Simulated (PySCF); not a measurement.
## Electron correlation in Rh⁺ (rhodium, charge +1)

[Kr] 4d7 5p1, one real determinant (an excited configuration). All numbers are calculated (PySCF 2.14, scalar relativity through the core potential, in aug-cc-pVTZ-PP with ECP28MDF (6s6p5d3f2g, 88 functions)). Frozen: 4s2 4p6; 8 electrons correlated.

```tsv
level	correlation energy (mhartree)
CCSD	-182.45
(T)	-5.78
CCSD(T)	-188.23
```

Diagnostics: T1 = 0.013, D1 = 0.0479, largest double amplitude 0.037.

The real determinant used has ⟨L²⟩ near 14 against 20 for a pure G term, so it mixes terms.

Cost of the coupled-cluster step: roughly 60 core-seconds, for 8 correlated electrons.

The reference is one real determinant that mixes LS terms of this configuration.
